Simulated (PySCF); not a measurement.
Mapped SMILES: `[CH3:1][CH2:2][Al:3]([CH2:4][CH3:5])[CH2:6][CH3:7]`. Hydrogens are named by the atom that carries them.

One computed conformer, no relativistic terms, isolated molecule, rapidly exchanging positions averaged. Shieldings: GIAO B97-2/pcSseg-1; PBE0-D3(BJ)/def2-SVP structure; PySCF 2.14.0 with density-fitted response routines.

References, each an isolated molecule treated in the same way: TMS for 13C (σref 183.69), 1H (σref 31.38); AlH4- for 27Al (σref 495.78).

```csv
atoms,nucleus,count,δ (ppm)
Al3,27Al,1,228.5
C1/C5/C7,13C,3,11.2
H(C2)/H(C4)/H(C6),1H,6,?
C2/C4/C6,13C,3,?
H(C1)/H(C5)/H(C7),1H,9,1.16
```

Fill in the missing shifts.

Answers


- C2/C4/C6: 4.7 ppm, sp3 CH2 bonded to Al; an electropositive neighbour leaves it electron-rich and shielded
- H(C2)/H(C4)/H(C6): 0.19 ppm, hydrogen on an sp3 CH2 bonded to Al; an electropositive neighbour shields it, as in TMS itself

Shifts are as computed. Against solution values, carbons near 30 ppm lie about +1 ppm off and those near 130 ppm about +2 ppm. Of 1211 compounds with measured shifts, 218 miss one by over three times the rms of a fit or turn the order of signals round; such compounds aren't used in these exercises.
